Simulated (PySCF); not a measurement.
PhCH2CHFCH3, C₉H₁₁F.
Geometry (PBE0-D3(BJ)/def2-SVP, Å), atoms numbered from 1 in this order:
```
atom  x, y, z in Å
C1    -2.5491   -0.4077    0.8805
C2    -2.2455    0.6435   -0.1592
F3    -3.4220    0.9860   -0.8038
C4    -1.2459    0.2041   -1.2237
C5     0.1279   -0.0545   -0.6713
C6     0.5820   -1.3579   -0.4425
C7     1.8403   -1.5914    0.1099
C8     2.6664   -0.5208    0.4461
C9     2.2273    0.7835    0.2223
C10    0.9701    1.0120   -0.3320
H11   -3.2940   -0.0315    1.5962
H12   -2.9539   -1.3124    0.4010
H13   -1.6388   -0.6813    1.4332
H14   -1.8683    1.5589    0.3331
H15   -1.2097    0.9988   -1.9857
H16   -1.6415   -0.6985   -1.7161
H17   -0.0608   -2.2027   -0.7056
H18    2.1779   -2.6174    0.2762
H19    3.6536   -0.7021    0.8779
H20    2.8708    1.6294    0.4770
H21    0.6370    2.0385   -0.5126
```

Level: PBE0/pcSseg-1 in PySCF, non-relativistic, on one gas-phase PBE0-D3(BJ)/def2-SVP geometry that isn't relaxed in the solvent. The solvent is an IEF-PCM continuum (Bondi radii, 1.10 Å for H, scaled by 1.2). The model holds no explicit solvent molecules, cavitation or dispersion.

Gas phase at PBE0/pcSseg-1: HOMO -7.23 eV, LUMO -0.41 eV, dipole 1.81 D.

Problem. What does the continuum do to the energy, the frontier levels and the dipole at PBE0/pcSseg-1 in benzene and chloroform?

Solution. 
```
   solvent      ε  E(solvent) − E(gas) (kcal/mol)  polarisation term (kcal/mol)  distortion of the solute (kcal/mol)  HOMO (eV)  LUMO (eV)  dipole (D)
   benzene  2.271                           -2.11                         -2.20                                 0.09      -7.18      -0.35        1.93
chloroform  4.711                           -3.38                         -3.62                                 0.24      -7.17      -0.34        1.98
```

The polarisation term is half the interaction of the solute with the surface charges that it induces; the rest is the cost of distorting the solute's density. The sum is the electrostatic part of solvation alone. From benzene to chloroform the lowering changes by a factor 1.60, Onsager's factor (ε − 1)/(2ε + 1) by 1.55 and ε itself by 2.1.

Problem. Which radius a makes the point-dipole formula ΔE = −[(ε − 1)/(2ε + 1)]·μ²/a³ give the value in chloroform, with the gas-phase dipole?

Solution. μ = 0.711 au and |ΔE| = 0.00538 Eh give a = 1.71 Å; the farthest nucleus lies 4.02 Å from the centroid of the nuclei, so such a sphere wouldn't even hold the nuclei. The formula assumes a rigid point dipole at the centre of a sphere.

Problem. Give the dipole vector in the frame of the coordinates (D, pointing from negative to positive charge), gas and chloroform.

Solution. Gas (1.48, -0.53, 0.89), solvent (1.61, -0.58, 1.00). Its length changes by +10 % and its direction by less than 1°.

Problem. Which Mulliken charges (PBE0/pcSseg-1) respond most in benzene (means over atoms taken as equivalent)?

Solution. 
| atoms | environment | gas (e) | solvent (e) | change |
| --- | --- | --- | --- | --- |
| F3 | alkyl fluorine | -0.340 | -0.350 | -0.010 |
| C5 | substituted aromatic carbon | -0.318 | -0.329 | -0.011 |
| C8 | aromatic CH carbon | -0.085 | -0.092 | -0.007 |
| C7/C9 | aromatic CH carbon | -0.081 | -0.088 | -0.007 |
| H14 | methine hydrogen | +0.105 | +0.112 | +0.007 |
| H17/H21 | aromatic hydrogen | +0.075 | +0.082 | +0.007 |
| H18/H20 | aromatic hydrogen | +0.098 | +0.104 | +0.006 |
| H19 | aromatic hydrogen | +0.097 | +0.103 | +0.006 |
